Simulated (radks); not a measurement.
Nb XVII, configuration [Ar] 3d7.

All-electron calculation, non-relativistic Kohn-Sham, LDA (Slater exchange, Perdew-Wang correlation), spin-unpolarised, spherical densities, point nucleus; relativity is left out, which matters for an element this heavy. Program: a radial shooting solver on a logarithmic mesh with Libxc functionals.

Energy parts (eV):
total: -98921.282
kinetic: 98866.977
electron-nucleus: -224200.548
Hartree: 29071.213
exchange-correlation: -2658.924

Orbitals (lengths in bohr, moments of r in powers of bohr; r(max) is where P^2 peaks):
orbital  occ.  eigenvalue (eV)   r(max)      <r>
1s          2        -18797.47  0.02463  0.03724
2s          2        -2980.330   0.1377   0.1627
2p          6        -2779.045   0.1083   0.1395
3s          2        -828.7900   0.3981   0.4377
3p          6        -752.6516   0.3837   0.4288
3d          7        -616.4156   0.3183   0.3960

The highest occupied level is 3d at -616.42 eV. Summed over all electrons, <r^2> = 3.217 bohr^2, which gives a Langevin (diamagnetic) susceptibility term of -2.55 x 10^-6 cm^3/mol.
